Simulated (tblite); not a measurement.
Isomers of C4H7N2Si2 (doublet state). Level: GFN2-xTB in tblite, geometry and Hessian alike; calculated harmonic values, unscaled, isolated species. Errors from tens to a few hundred cm⁻¹ against measured bands are possible. Modes of hydrogen on silicon can be 10 to 20 % off. One conformer each. Open shells enter through the occupations alone, without spin polarisation, and single modes of such species can be off by tens of per cent.

Electronic energies: GFN2-xTB at the same geometries; isomer energies are rough at this level and their order can be wrong.

```json
{"SMILES": "N#CCC[SiH][SiH2]C#N", "electronic energy, lowest = 0 (kcal/mol)": "5.1"}
{"SMILES": "N#CC[CH][SiH2][SiH2]C#N", "electronic energy, lowest = 0 (kcal/mol)": "18.0"}
{"SMILES": "N#CCC[SiH2][SiH]C#N", "electronic energy, lowest = 0 (kcal/mol)": "0.0"}
```

Problem. How do GFN2-xTB zero-point energies change the relative energies?

Solution. 
```json
{"SMILES": "N#CCC[SiH2][SiH]C#N", "ZPE (kcal/mol)": "60.2", "of it from modes above 1550 cm⁻¹": "33.1", "electronic (kcal/mol)": "0.0", "with ZPE, lowest = 0 (kcal/mol)": "0.0", "lowest mode (cm⁻¹)": "25", "rings": "0"}
{"SMILES": "N#CCC[SiH][SiH2]C#N", "ZPE (kcal/mol)": "59.9", "of it from modes above 1550 cm⁻¹": "33.1", "electronic (kcal/mol)": "5.1", "with ZPE, lowest = 0 (kcal/mol)": "4.8", "lowest mode (cm⁻¹)": "15", "rings": "0"}
{"SMILES": "N#CC[CH][SiH2][SiH2]C#N", "ZPE (kcal/mol)": "57.0", "of it from modes above 1550 cm⁻¹": "32.3", "electronic (kcal/mol)": "18.0", "with ZPE, lowest = 0 (kcal/mol)": "14.7", "lowest mode (cm⁻¹)": "7", "rings": "0"}
```

The zero-point energies span 3.2 kcal/mol, from `N#CC[CH][SiH2][SiH2]C#N` to `N#CCC[SiH2][SiH]C#N`. The order is unchanged.
